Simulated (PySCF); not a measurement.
Gas-phase reaction: B3O3Cl3 = B2O3 + BCl3, at 1600 K and a standard pressure of 1 bar. Level: MP2/def2-SVP†.

Method: PySCF energies plus ideal-gas RRHO corrections (1 bar). † marks an energy on the PBE0/def2-TZVP geometry and frequencies. MP2 freezes the core. All species are closed-shell singlets. MP2 isn't extrapolated to the basis-set limit; its ΔH°(298 K) is 387.8 kJ in def2-SVP and 396.7 kJ in def2-TZVPP. The harmonic model lacks anharmonicity and excited electronic states, which grow with temperature; levels with a mode under 35 cm⁻¹ are left out. Soft modes under 120 cm⁻¹ make the harmonic entropy rough for B3O3Cl3, B2O3.

```json
[
 {"species": "B3O3Cl3", "E (Ha)": "-1678.10149", "H(1600 K) − E (kJ/mol)": "344.7", "S°(1600 K) (J/mol/K)": "665.7"},
 {"species": "B2O3", "E (Ha)": "-274.60990", "H(1600 K) − E (kJ/mol)": "183.5", "S°(1600 K) (J/mol/K)": "430.3"},
 {"species": "BCl3", "E (Ha)": "-1403.34002", "H(1600 K) − E (kJ/mol)": "135.2", "S°(1600 K) (J/mol/K)": "415.8"}
]
```
E: electronic energy; H − E holds the zero-point and thermal terms. 1 Ha = 2625.5 kJ/mol.

Task: Work out ΔH°, ΔS°, ΔG° and log10 K from these numbers.

Result: 1. ΔE = 1×(-274.60990) + 1×(-1403.34002) − 1×(-1678.10149) = 0.15157 Ha = 397.9 kJ.
2. Δ(H − E) = 1×(183.5) + 1×(135.2) − 1×(344.7) = -26.0 kJ, so ΔH° = 371.9 kJ.
3. ΔS° = 1×(430.3) + 1×(415.8) − 1×(665.7) = 180.4 J/K; the number of gas molecules changes by +1.
4. ΔG° = ΔH° − TΔS° = 371.9 − 1600×(180.4)/1000 = 83.3 kJ.
5. log10 K = −ΔG°/(RT ln 10) = -2.72, with RT ln 10 = 30.63 kJ/mol; at standard pressures the reactants are favoured.
6. A shift of 10 kJ in ΔE would move log10 K by 0.33 here.
7. Lowering the total pressure from 1 bar to 0.01 bar multiplies the mole-fraction quotient K_x = K (p/p°)^(−Δn) by 10^2, which pushes the balance towards the products.
For scale, ΔH°(298 K) is 388 kJ at this level, 413 kJ at ωB97M-V/def2-TZVP†, and runs from 234 to 456 kJ over the 18 levels computed; the NASA 1993 table gives 393 kJ (entries not checked at source). After a fit of one offset per element over all species, the range-separated, M06-2X, PBE0/def2-QZVP and CCSD(T)/def2-TZVPP enthalpies, where run, lie to one side of the table for B3O3Cl3 (-33 kJ/mol): a fault of the table's entry, another state or a shared error of the levels is possible; this was not checked at source.
